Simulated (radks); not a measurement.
Species: Lu III. Configuration: [Xe] 4f13 5d1.5 6s0.5 (fractional occupations, a model configuration). Calculated with a radial shooting solver on a logarithmic mesh with Libxc functionals: scalar-relativistic Kohn-Sham, PBEsol, spin-polarised, spherical densities, point nucleus; open shells are filled with parallel spins first (spin-orbit coupling, left out, can overturn this in heavy ions). Some entries of the table are withheld. Estimate them.

orbital  occ.  eigenvalue (eV)  <1/r> (bohr^-1)  r(max) (bohr)
1s up       1        -63246.21            82.21        0.01213
1s down     1        -63246.20            82.21        0.01213
2s up       1        -10786.66            19.18        0.06932
2s down     1        -10786.58            19.18        0.06932
2p up       3        -9492.780            17.55        0.05661
2p down     3        -9492.720            17.55        0.05661
3s up       1        -2464.275            7.089         0.1958
3s down     1        -2463.749            7.090         0.1958
3p up       3        -2076.096            6.586         0.1932
3p down     3        -2075.567            6.587         0.1932
3d up       5        -1609.959            6.235         0.1574
3d down     5        -1609.531            6.235         0.1574
4s up       1        -510.5409            3.005         0.4460
4s down     1        -509.5094            3.004         0.4460
4p up       3        -382.9770            2.739         0.4669
4p down     3        -381.9695            2.739         0.4669
4d up       5        -216.6509            2.428         0.4803
4d down     5        -215.6543            2.428         0.4803
5s up       1         -81.9606            1.153          1.034
5s down     1         -80.9228            1.156          1.033
5p up       3         -51.5999           0.9641          1.178
5p down     3         -50.3964           0.9692          1.175
4f up       7         -33.5844            1.878         0.4649
4f down     6         -32.5511            1.879         0.4651
6s up     0.5         -18.4348           0.4286          2.659
5d up     1.5         -18.3194              (1)            (2)
5d down     0         -16.7027              (3)            (4)
6s down     0         -16.6975           0.4254          2.675

Answer. 
(1) 5d up <1/r> (bohr^-1): 0.6176
(2) 5d up r(max) (bohr): 1.645
(3) 5d down <1/r> (bohr^-1): 0.6238
(4) 5d down r(max) (bohr): 1.623
